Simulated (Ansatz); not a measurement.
NiBr2(PH3)2 (NiP2H6Br2) was relaxed with PBE-D4 (def2-SVP) in Ansatz in these states: neutral singlet, neutral triplet. The geometries follow in no particular order.

A:

Cartesian coordinates in Å:
```
Ni 0.046 -0.020 0.023
Br -0.399 -1.836 1.457
Br 1.970 1.139 -0.691
P -0.424 1.518 1.636
H -0.424 2.931 1.393
H 0.560 1.501 2.672
H -1.587 1.447 2.471
P 0.009 -1.335 -1.838
H -1.028 -2.288 -2.102
H 1.113 -2.241 -1.856
H 0.162 -0.816 -3.165
```

B:

```tsv
atom	x (Å)	y (Å)	z (Å)
Ni1	0.013	0.097	-0.028
Br2	0.382	0.066	-2.306
Br3	-0.372	-0.007	2.255
P4	-2.128	0.225	-0.306
H5	-2.867	1.176	0.464
H6	-2.872	-0.946	0.046
H7	-2.680	0.467	-1.604
P8	2.135	-0.163	0.298
H9	3.078	0.403	-0.615
H10	2.585	-1.522	0.246
H11	2.725	0.205	1.549
```

Judge from the bond lengths which geometry belongs to which state (an estimate).

A is the neutral triplet (Ni1–P4 2.278 Å, Ni1–P8 2.278 Å, Ni1–Br2 2.357 Å); B is the neutral singlet (Ni1–P4 2.162 Å, Ni1–P8 2.163 Å, Ni1–Br2 2.307 Å).
